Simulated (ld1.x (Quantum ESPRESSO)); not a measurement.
# Before and after: TM potential for sulfur

S (Z = 16), norm-conserving Troullier–Martins (Kleinman–Bylander form), made with ld1.x (Quantum ESPRESSO) 7.5 (BP86, fully relativistic). Core [Ne], reference 3s1 3p5. Waves: 3p (bound): rc 1.60 bohr; 3s (bound): rc 1.00 bohr. Local part: the s channel. Core correction: none.

Open shells are filled in proportion to 2j + 1 (rel_dist='average').

Change: wave 3s (bound): rc 1.00 bohr becomes 3s (bound): rc 0.94 bohr.

Cutoffs: the cutoffs (Ry, on a coarse ladder) from which the occupation-weighted sum of valence levels, in a spherical-Bessel basis at the reference potential, stays within 10 and 1 mRy of its value at 400 Ry; they do not see the model core or the augmentation charge, which bear on the density cutoff. Errors are all-electron minus pseudo energies relative to the spin-unpolarised reference configuration.

Question: What does the change do?

Answer: The potential gets harder (70 Ry and 200 Ry → 100 Ry and 260 Ry); of the 7 tests that both files solve, the error grows in 7 and shrinks in 0 by more than 15 % and 0.3 meV (median size 77.0 → 140.7 meV); the range in which the s phases agree narrows (upper end 2.4 → 1.1); neither file shows a bound ghost. A smaller radius makes the pseudo-wave follow the all-electron one further in, where it bends more sharply, so more plane waves are needed. That the errors move this way runs against the usual rule that smaller radii transfer better.

| quantity | base | changed |
| --- | --- | --- |
| cutoff, loose | 70 Ry | 100 Ry |
| cutoff, tight | 200 Ry | 260 Ry |
| loose cutoff by channel (10 mRy a level) | p 10 Ry, s 70 Ry | p 10 Ry, s 100 Ry |
| bound ghosts | none | none |
| error for 3s2 3p4, meV [ΔE -10.32 eV] | +32 | +48 |
| error for 3s2 3p3, meV [ΔE 1.55 eV] | +50 | +74 |
| error for 3s2 3p2, meV [ΔE 23.92 eV] | +110 | +160 |
| error for 3s2 3p3.5, meV [ΔE -5.61 eV] | +38 | +57 |
| error for 3s2 3p1, meV [ΔE 58.07 eV] | +260 | +375 |
| error for 3s0 3p6, meV [ΔE 10.44 eV] | +77 | +141 |
| error for 3s2 3p0, meV [ΔE 105.00 eV] | +591 | +851 |
| s: phases at 1.75 bohr within 0.05 rad from the reference energy up to (Ry; the scan ends near 5) | 2.4 | 1.1 |
| p1/2: phases at 1.75 bohr within 0.05 rad from the reference energy up to (Ry; the scan ends near 5) | 4.6 | 3.9 |
| p3/2: phases at 1.75 bohr within 0.05 rad from the reference energy up to (Ry; the scan ends near 5) | 4.5 | 3.8 |
